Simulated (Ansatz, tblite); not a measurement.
Dissociation curve of SMILES CC1(C)OBOC1(C)C (C₆H₁₃BO₂). The C1–C19 bond (C1 also carries C, C, O; C19 carries H, H, H) is varied alone, starting from the PBE0/def2-SVP optimised geometry. Each curve is given relative to its own lowest point near equilibrium.

```csv
R / Å,A,B,C,D
1.25,42.9,41.6,42.1,42.9
1.34,16.8,15.7,16.1,16.9
1.45,2.6,2.1,2.2,2.7
1.48,1.0,0.7,0.8,1.1
1.53,0.0,0.0,0.0,0.0
1.57,0.3,0.6,0.6,0.3
1.65,3.2,4.1,4.1,3.0
1.73,8.2,9.7,10.0,7.8
1.86,18.7,21.1,22.3,17.8
2.01,32.3,35.8,38.0,30.7
2.23,51.7,56.7,61.0,49.1
2.51,73.1,79.7,85.6,69.1
2.81,87.7,99.2,104.3,85.7
3.18,95.0,116.8,117.9,100.3
3.76,98.5,134.7,126.3,114.3
4.47,99.5,147.0,127.7,123.2
```

Energies in kcal/mol.

### Question
Which curve belongs to which method? The methods are GFN2-xTB, 300 K electronic temperature (tblite 0.5.0); restricted PBE/def2-SVP in Ansatz (a first-principles code); restricted PBE0/def2-SVP (Ansatz); unrestricted B3LYP/def2-SVP in Ansatz.

### Answer
A is UKS-B3LYP; B is RKS-PBE0; C is GFN2-xTB; D is RKS-PBE.

The restricted form behind RKS-PBE0, RKS-PBE keeps the bonding electrons paired and can't separate into open-shell fragments. The unrestricted determinant behind UKS-B3LYP is spin-contaminated at 2.81 to 4.47 Å (<S²> up to 1.0, against 0.00 for a pure singlet).
